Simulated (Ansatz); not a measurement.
Ligand exchange: GeH3I + SiH3(SH) → GeH3(SH) + SiH3I

Species: GeH3I `[GeH3][I]`, singlet; SiH3(SH), singlet; GeH3(SH), singlet; SiH3I `[SiH3]I`, singlet. The partners trade I for SH: Ge–I and Si–SH bonds give way to Ge–SH and Si–I.

Shapes, held fixed at every level: PBE0-D4/def2-TZVP. Programs: Ansatz 0.2.0. The zero-point and thermal change to 298 K, harmonic and unscaled (PBE0-D4/def2-TZVP), is -0.2 kJ/mol.

```csv
level,kind,ΔH(298 K) (kJ/mol),less CCSD(T)/def2-TZVPP
PBE-D4/def2-TZVPP,GGA,+10.7,+0.9
BHLYP-D4/def2-TZVPP,global hybrid,+12.7,+2.9
r2SCAN0-D4/def2-TZVPP,global hybrid,+11.4,+1.6
wB97M-V/def2-TZVPP,range-separated hybrid,+11.3,+1.5
wB97X-V/def2-TZVPP,range-separated hybrid,+11.1,+1.3
CCSD(T)/def2-SVP,coupled cluster or CI,+12.2,+2.4
CCSD(T)/def2-TZVPP,coupled cluster or CI,+9.8,0.0
```

The highest level, CCSD(T)/def2-TZVPP, gives ΔH(298 K) = +9.8 kJ/mol; the levels span +9.8 to +12.7. The column of differences is taken from that level and isn't an error. No measured value is set beside it here. For atoms past krypton def2 sets carry core potentials with scalar relativity. Relativity is left out for Ge unless named. Correlated rows may include outer-core shells of Ge, I, which these sets cover unevenly.
